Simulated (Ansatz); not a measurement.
LiAl3⁺. Total charge 1; doublet. Geometry r2SCAN-D4/def2-TZVP.

```xyz
4

Li    1.6615   -0.2908   -1.0887
Al   -0.8411   -1.3344    0.3113
Al   -1.0760    0.9856   -0.6738
Al    0.2556    0.6395    1.4512
```

B3LYP takes the VWN-RPA correlation. The structure comes from a short search, and lower isomers may exist.

(1) Estimate the α-spin orbital energies around the gap (eV) in Ansatz with revPBE-D4/def2-TZVP, r2SCAN-D4/def2-TZVP, r2SCANh-D4/def2-TZVP, B3LYP-D4/6-31G, PBE0-D4/def2-TZVP.

Answers

(1) 
```tsv
orbital	revPBE-D4/def2-TZVP	r2SCAN-D4/def2-TZVP	r2SCANh-D4/def2-TZVP	B3LYP-D4/6-31G	PBE0-D4/def2-TZVP
HOMO−13	-73.69	-75.53	-77.24	-78.05	-78.54
HOMO−12	-73.67	-75.53	-77.24	-78.05	-78.54
HOMO−11	-73.67	-75.52	-77.23	-78.03	-78.52
HOMO−10	-73.65	-75.50	-77.23	-78.03	-78.52
HOMO−9	-73.64	-75.50	-77.23	-78.02	-78.52
HOMO−8	-73.62	-75.48	-77.20	-77.96	-78.48
HOMO−7	-73.62	-75.47	-77.19	-77.96	-78.48
HOMO−6	-73.62	-75.47	-77.19	-77.96	-78.48
HOMO−5	-56.61	-58.17	-59.62	-60.23	-60.59
HOMO−4	-15.21	-15.64	-16.17	-16.91	-16.80
HOMO−3	-11.37	-11.57	-11.90	-12.26	-12.30
HOMO−2	-11.36	-11.56	-11.89	-12.25	-12.30
HOMO−1	-9.20	-9.34	-9.60	-9.82	-9.94
HOMO	-8.55	-8.81	-9.09	-9.09	-9.30
LUMO	-7.68	-7.63	-7.38	-7.27	-7.08
LUMO+1	-7.68	-7.63	-7.38	-7.26	-7.08
LUMO+2	-6.32	-6.23	-6.00	-5.83	-5.73
LUMO+3	-6.32	-6.22	-5.99	-5.83	-5.73
LUMO+4	-5.42	-4.66	-4.55	-4.97	-4.84
LUMO+5	-3.95	-3.73	-3.43	-3.10	-3.12
β HOMO	-9.14	-9.32	-9.58	-9.74	-9.88
β LUMO	-7.66	-7.38	-7.10	-7.31	-6.98
```
